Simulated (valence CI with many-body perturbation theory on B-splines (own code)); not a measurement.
Values are calculated unless marked as measured or tabulated.
From CI to CI+MBPT in Gd32+

Method: relativistic CI+MBPT: four valence electrons over a frozen Dirac-Fock core [Ar] 3d10, radial functions for each j: 11 s, 11 p, 9 d, 7 f, 5 g, 2 h, 1 i, with the one-electron correlation potential Σ1 (screened to all orders), the two-electron term Σ2, the three-electron term Σ3, Breit, model QED; selected single and double excitations, second order for the rest (own B-spline code, finite nucleus).

The last digits are not significant, and no measured levels were compared; by estimate large intervals hold to a few tenths of a per cent, small ones and those within an open d or f shell to about a per cent.

Each rung adds one term. CI alone is the Dirac-Coulomb CI over the frozen core; QED comes last and gives the full result, which names the levels. Energies are above (4s^2 4p1/2^2) J=0 on the same rung, in cm⁻¹.

Levels are named by their leading jj configuration (3d3/2^4 stands for four electrons in 3d with j = 3/2), which in mixed levels can hold well under half, so a name can repeat and another be missing. Letters in brackets count levels of one name in rising energy.

| Level | CI alone | Σ1 | Σ2 | Σ3 | Breit | QED | Full |
| --- | --- | --- | --- | --- | --- | --- | --- |
| (4s^2 4p1/2 4p3/2) J=1 | 323813 | +1404 | +1190 | +92 | -4334 | +524 | 322690 |
| (4s^2 4p1/2 4p3/2) J=2 | 351888 | +1421 | +738 | +33 | -4532 | +527 | 350075 |
| (4s^2 4p3/2^2) J=2 | 696535 | +2831 | +1711 | +68 | -8748 | +1025 | 693422 |
| (4s^2 4p3/2^2) J=0 | 758411 | +2848 | +643 | -86 | -8504 | +1008 | 754320 |
| (4s 4p1/2^2 4p3/2) J=2 | 901653 | +920 | +2656 | +253 | -727 | -4783 | 899972 |
| (4s 4p1/2^2 4p3/2) J=1 | 1000200 | +942 | -1168 | +123 | -778 | -4664 | 994659 |
| (4s 4p1/2 4p3/2^2) J=2 [a] | 1198100 | +2135 | +4542 | +353 | -4853 | -4068 | 1196210 |
| (4s 4p1/2 4p3/2^2) J=3 | 1254090 | +2174 | +3219 | +284 | -5423 | -3969 | 1250380 |
| (4s^2 4p1/2 4d3/2) J=2 | 1271690 | +579 | +1294 | +316 | -6288 | -1041 | 1266550 |
| (4s 4p1/2 4p3/2^2) J=0 | 1312900 | +2272 | +1679 | +122 | -4673 | -4193 | 1308110 |
| (4s 4p1/2 4p3/2^2) J=1 [a] | 1338840 | +2059 | -1404 | +146 | -5094 | -3670 | 1330880 |
| (4s 4p1/2 4p3/2^2) J=1 [b] | 1381460 | +1959 | -4455 | +33 | -4861 | -3773 | 1370360 |
| (4s 4p1/2 4p3/2^2) J=2 [b] | 1381990 | +1798 | -2029 | +131 | -5920 | -2996 | 1372970 |
| (4s^2 4p1/2 4d3/2) J=1 | 1438730 | +926 | -7412 | -76 | -5937 | -1602 | 1424630 |
| (4s^2 4p1/2 4d5/2) J=3 | 1436150 | +898 | -2405 | +135 | -8512 | -333 | 1425930 |
| (4s^2 4p1/2 4d5/2) J=2 | 1456840 | +980 | -6399 | +27 | -7623 | -815 | 1443010 |
| (4s 4p3/2^3) J=2 | 1623560 | +3272 | +3032 | +277 | -9809 | -2810 | 1617530 |
| (4s^2 4p3/2 4d3/2) J=1 | 1700850 | +2368 | -3684 | +132 | -9824 | -1370 | 1688470 |
| (4s^2 4p3/2 4d3/2) J=2 | 1719220 | +1736 | -5130 | +103 | -10566 | -137 | 1705230 |
| (4s^2 4p3/2 4d5/2) J=4 | 1723960 | +2148 | +1092 | +299 | -12878 | +396 | 1715020 |
| (4s^2 4p3/2 4d3/2) J=0 | 1731770 | +1695 | -4459 | +101 | -10413 | +20 | 1718710 |
| (4s^2 4p3/2 4d3/2) J=3 | 1737980 | +1692 | -4965 | +48 | -11063 | +98 | 1723790 |
| (4s 4p3/2^3) J=1 | 1791980 | +2829 | -5542 | -8 | -10269 | -1829 | 1777160 |
| (4s^2 4p3/2 4d5/2) J=2 | 1821540 | +2521 | -6091 | -4 | -11611 | -691 | 1805660 |
| (4s^2 4p3/2 4d5/2) J=3 | 1859720 | +2121 | -7274 | -120 | -12467 | +289 | 1842270 |
| (4s 4p1/2^2 4d3/2) J=1 | 1869310 | -254 | +1835 | +426 | -2600 | -5670 | 1863040 |
| (4s 4p1/2^2 4d3/2) J=2 | 1876670 | +153 | +1659 | +397 | -2442 | -6394 | 1870040 |
| (4s^2 4p3/2 4d5/2) J=1 | 1896350 | +2420 | -7505 | -275 | -11668 | -367 | 1878960 |
| (4p1/2^2 4p3/2^2) J=2 | 1938210 | +1117 | -887 | +374 | -2438 | -7795 | 1928580 |
| (4s 4p1/2^2 4d5/2) J=3 | 1979620 | +325 | +140 | +418 | -4844 | -5399 | 1970260 |
| (4p1/2^2 4p3/2^2) J=0 | 2008090 | +1762 | -3277 | +178 | -1386 | -9169 | 1996190 |

The middle columns are the shifts that each term adds.

Problem. How does the ionisation energy move along the ladder, and which term matters most?

Solution. CI alone 1321.7, + Σ1 1323.4, + Σ2 1323.5, + Σ3 1323.4, + Breit 1322.0, + QED 1322.0 eV. The largest step is Σ1, 1.7 eV. NIST lists 1321 ± 4 eV (theoretical).
